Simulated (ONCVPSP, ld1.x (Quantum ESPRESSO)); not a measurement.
## Pseudopotentials across the periodic table

Generated with ld1.x 7.5 (TM, RRKJ, ultrasoft, PAW), atompaw 4.2 or ONCVPSP 4.0.1. The cutoff is in Ry: for ld1.x and atompaw files where the sum of valence levels is converged to 10 mRy in a Bessel basis, for ONCV files where the hardest occupied wave has 1 mHa per electron of residual kinetic energy. The error is the largest all-electron minus pseudo excitation energy over each file’s own four to seven test configurations (ionisations up to +4, promotions, holes and added fractions of an electron), all of which were solved. The labels leave out finer settings (local radius, basis sizes, second energies), which also bear on the numbers. Spin-polarised tests are not counted. The rows are a selection from randomly drawn settings: files with unsolved tests, undetermined cutoffs or missed reference levels are left out.

A true bound ghost makes a file unfit for plane-wave use even where its test errors are small: the radial tests pick states by their node count and pass the ghost by.

```tsv
element	potential	cutoff (Ry)	largest error (meV)	bound ghosts
Fe	ONCV, PBEsol, scalar-relativistic, rc 2.60/2.50/1.55 (spd), local smoothed, core correction yes, reference 3d6 4s2, qcut 3.1/2.9/10.5, projectors 2/1/2	84	-183	none
As	PAW, PBE, scalar-relativistic, rc 1.90/2.05/2.10 (spd), local smoothed, core correction yes, reference 4s2 4p3	10	-143	none
Mo	ONCV, PBEsol, scalar-relativistic, rc 2.95/2.25/1.60 (spd), local smoothed, core correction yes, reference 4d5 5s1, qcut 2.7/3/5.5, projectors 2/3/2	59	-637	s, p
Pd	ONCV, PBEsol, fully relativistic, rc 1.10/1.05/1.60 (spd), local smoothed, core correction no, reference 4s2 4p6 4d8, qcut 6.5/6.5/9.3, projectors 2/3/3	261	+2.5	p3/2, p1/2
Sn	ONCV, PBE, scalar-relativistic, rc 1.45/1.60/1.65 (spd), local smoothed, core correction yes, reference 4s2 4p6 4d10 5s2 5p1, qcut 7.5/8.1/9.1, projectors 3/2/3	65	-149	none
Sb	TM, LDA (PZ), scalar-relativistic, rc 2.00/2.35 (sp), local s, core correction yes, reference 5s2 5p2.5	25	-426	none
W	RRKJ, PBEsol, scalar-relativistic, rc 2.35/2.65/2.70/2.40 (spdf), local s, core correction no, reference 5d4 6s1.5 6p0.5	21	-28	none
```

Fill in the row for Mo: ONCV, revPBE, scalar-relativistic, rc 1.85/1.15/1.70 (spd), local smoothed, core correction yes, reference 4s2 4p6 4d4 5s2, qcut 7.8/7.9/6, projectors 2/2/2.

cutoff 62 Ry, largest error -15 meV, bound ghosts: s.
